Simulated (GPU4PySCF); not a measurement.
Computed shifts of a molecule C7H18O3Si, GPU4PySCF with PBE0/pcSseg-1, GIAO, gas phase, equivalent atoms averaged, in ppm (number of nuclei): ¹³C: 61.8 (3), 19.9 (3), -7.7 (1). ²⁹Si: -39.7 (1). ¹H: 4.00 (2), 3.84 (1), 3.82 (1), 3.71 (1), 3.64 (1), 1.28 (9), 0.00 (3). References: ¹³C against TMS (σ = 186.3 ppm); ¹⁷O against H2O (σ = 334.2 ppm); ²⁹Si against TMS (σ = 352.7 ppm); ¹H against TMS (σ = 31.56 ppm), references at their B3LYP-D3(BJ)/def2-TZVP geometries, non-relativistic (references run with PySCF on processors). Coordinates come from a r2SCAN-D4/def2-TZVP optimisation. The values are those of a single conformer.

Task: Which structure fits?
(A) CCO[Si](CC)(OC)OCC
(B) CCO[Si](C)(OCC)OCC
(C) CO[Si](OC)(OC)C(C)(C)C
(D) CC(C)O[Si](C)(O)OC(C)C

Result: B, CCO[Si](C)(OCC)OCC
